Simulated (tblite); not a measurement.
C₄H₇FO₃Si.
Atom-mapped SMILES: `[CH3:1][C@@H:2]([F:3])[Si@H:4]([CH:5]=[O:6])[O:7][CH:8]=[O:9]` (hydrogens: H10, H11, H12 on C1; H13 on C2; H14 on Si4; H15 on C5; H16 on C8)

Structure used (GFN2-xTB), in Å, numbered top down from 1:
```
atom  x, y, z in Å
C1    -2.4357   -0.0988    0.3240
C2    -1.1665   -0.7187   -0.2309
F3    -1.0440   -0.3664   -1.5744
Si4    0.4212   -0.1049    0.6578
C5     0.6005    1.7725    0.2682
O6    -0.1627    2.6152    0.6600
O7     1.6215   -0.9399   -0.1408
C8     2.9047   -0.7598    0.0954
O9     3.3457   -0.0275    0.9263
H10   -3.2948   -0.3989   -0.2724
H11   -2.3642    0.9854    0.3093
H12   -2.5808   -0.4268    1.3483
H13   -1.2482   -1.8123   -0.2370
H14    0.4251   -0.3970    2.0842
H15    1.4509    2.0664   -0.3857
H16    3.5199   -1.3796   -0.5763
```

Computed with GFN2-xTB (tblite): harmonic, unscaled wavenumbers at the GFN2-xTB geometry, gas phase. Errors from tens to a few hundred cm⁻¹ against measured bands are possible. Modes of hydrogen on silicon can be 10 to 20 % off. One conformer, not necessarily the lowest.

Harmonic wavenumbers (cm⁻¹): 35.2, 42.5, 55.2, 69.6, 102.7, 116.0, 138.0, 207.9, 248.1, 265.9, 329.9, 359.7, 429.6, 585.0, 632.5, 647.7, 702.0, 715.8, 747.6, 786.8, 905.1, 945.4, 997.8, 1072.7, 1116.9, 1172.9, 1236.2, 1279.7, 1338.6, 1349.2, 1405.0, 1475.6, 1493.3, 1746.3, 1780.7, 2336.8, 2696.8, 2844.9, 2904.5, 3035.5, 3054.0, 3062.3.

A = 1954, B = 961.9, C = 754.6 MHz; mass 150.015 u (most abundant isotopes); point group C1, symmetry number 1.

Question: What is the zero-point energy?

Answer: ½Σν̃ = 23234 cm⁻¹ = 277.94 kJ/mol.

Question: Entropy at 298.15 K, 1 bar (ideal gas, RRHO, classical rotation)?

Answer: Translation 171.35, rotation 124.71, vibration 169.48: S = 465.5 J/(mol K).

Question: And Cp and H(298.15 K) − H(0)?

Answer: Cp = 169.82 J/(mol K), of which vibrations give 136.56 (their classical limit is 42 R = 349.2); H(298.15 K) − H(0) = 33.72 kJ/mol without the zero-point energy, 23.80 from vibrations.

Question: What must be added to the electronic energy to get the Gibbs energy at 298.15 K and 1 bar?

Answer: ZPE + [H(298.15 K) − H(0)] − T·S = 277.94 + 33.72 − 138.80 = 172.86 kJ/mol.

Question: Blend soft modes into free rotors: weight 1/[1 + (100 cm⁻¹/ν̃)⁴] for the oscillator and the rest for a rotor with moment μB/(μ + B), μ = h/(8π²ν), B = 10⁻⁴⁴ kg m². What vibrational entropy results?

Answer: 147.27 J/(mol K) in place of 169.48, which changes −T·S at 298.15 K by +6.62 kJ/mol.

Hindered rotation and anharmonicity are outside this model. Other conformers, if any are populated, would add a mixing term that is left out. The structure is chiral; the term R ln 2 for an equal mix with its mirror image is left out.

Time: 0.92 s of wall time. Hardware: an Arm Neoverse N1 with one thread, no GPU, shared host with 64 logical CPUs at a one-minute load of 47. The figure is for the frequency step alone.
